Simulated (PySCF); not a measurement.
Start geometry of `N#C[Si@H](Br)[GeH2][GeH3]` from GFN2-xTB (Å):
```
atom  x, y, z in Å
N1    -2.404    2.317   -0.906
C2    -2.187    1.204   -0.751
Si3   -1.717   -0.586   -0.491
Br4   -2.449   -1.073    1.559
Ge5    0.621   -0.790   -0.530
Ge6    1.941    0.546    0.943
H7    -2.535   -1.372   -1.409
H8     1.051   -0.573   -1.964
H9     0.935   -2.257   -0.335
H10    1.640    0.260    2.380
H11    1.698    2.008    0.733
H12    3.407    0.315    0.746
```

Task: What comes out of this run: PySCF 2.14.0, PBE0-D3(BJ)/def2-SVP geometry optimisation, gas phase?

Result: 
```
atom  x, y, z in Å
N1    -2.1350    2.3627   -0.7655
C2    -1.9887    1.2200   -0.6264
Si3   -1.6421   -0.5938   -0.4196
Br4   -2.2153   -1.1334    1.6616
Ge5    0.7019   -0.8986   -0.6725
Ge6    1.7677    0.5892    0.9194
H7    -2.5415   -1.3142   -1.3596
H8     1.0845   -0.5576   -2.1247
H9     1.0110   -2.3798   -0.3920
H10    1.3237    0.2061    2.3395
H11    1.3374    2.0308    0.6077
H12    3.2967    0.4665    0.8053
```

The energy falls by 4.7 kcal/mol over 7 energy and gradient evaluations, the largest force component goes from 0.0412 to 2.5e-04 Eh/bohr, and the atoms move by 0.229 Å rms after alignment. Among the bonds, Ge6–H10, Ge6–H11 and Ge6–H12 change most and about equally (+0.040 to +0.041 Å). Bonds longer at the end by more than 0.005 Å: 9 of 11; shorter: 2. Among the angles that change most is Si3–Ge5–Ge6, from 119.5° to 106.5°. Rotational constants go from 1041, 415.0, 384.4 to 966.3, 449.3, 427.7 MHz. The orientation of the end geometry is arbitrary; only internal coordinates are fixed.

The run used 172 basis functions and 47 SCF cycles in all. The run took 2.9 min of wall time on an Arm Neoverse V1 with one thread, no GPU (shared host).

PBE0-D3(BJ)/def2-SVP frequencies: not computed here. The numbers are those of one conformer.
